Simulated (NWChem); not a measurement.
Molecule: CH3BrMgS; SMILES C[S][Mg][Br]

```xyz
7

Mg     0.2467     0.2486     0.0000
Br    -0.0424    -2.0857     0.0000
S      0.5897     2.5224     0.0000
C     -1.0991     3.2355     0.0000
H     -1.6689     2.9579    -0.8977
H     -0.9785     4.3275     0.0000
H     -1.6689     2.9579     0.8977
```
Atoms are numbered in this order, from 1.

Results from NWChem. Medium grid unless said otherwise, to which SCAN and Minnesota functionals are sensitive. All runs use the structure optimised with PBE0/def2-SVP.

Problem. Order these by “orbital gap (eV)”, lowest first: B97-2/def2-SVP; PBE/def2-SVP; M06-2X/def2-SVP; Hartree-Fock/def2-SVP.

Solution. PBE/def2-SVP (3.34), B97-2/def2-SVP (4.99), M06-2X/def2-SVP (6.76), Hartree-Fock/def2-SVP (10.19)
